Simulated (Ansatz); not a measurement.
Calculated with Ansatz (gas phase, PBE0-D4/def2-TZVP geometries, no zero-point term in ΔE). CBS: MP2 limit from def2 TZ/QZ plus the TZ coupled-cluster correction, frozen cores. Functionals use def2-TZVPP. B3LYP here is the variant with VWN-RPA as its local correlation; programs differ in this. Each species was taken in one conformer, which may not be the lowest.

`CSC#[C][AlH2]` + `C[SiH2]B[SiH3]` → `C[SiH2][B]([AlH2])[SiH3]` + `C#CSC`  (formal exchange of groups at the Al–C bond)

Is it downhill or uphill in electronic energy at CCSD(T)/CBS, and by how much? (Best estimate.)

Computed: Uphill: ΔE = +0.77 eV.

What do these levels give: PBE-D4, PBE0-D4, B3LYP-D4, B2PLYP, MP2/CBS(def2), CCSD/CBS(def2)? (Estimate.)

The calculation gave: PBE-D4 0.69, PBE0-D4 0.71, B3LYP-D4 0.81, B2PLYP 0.87, MP2/CBS(def2) 0.84, CCSD/CBS(def2) 0.78 eV.

Largest T1 diagnostic among the species: 0.014.

The D4 term adds −0.06 eV with B3LYP and −0.03 eV with PBE0; it sums over pairs of atoms, weighted by their polarisabilities, and B3LYP, whose exchange is more repulsive, gets the larger term. In def2-TZVPP, CCSD(T) changes the Hartree–Fock value by −0.16 eV (the triples alone add −0.01 eV) and MP2 by −0.09 eV.
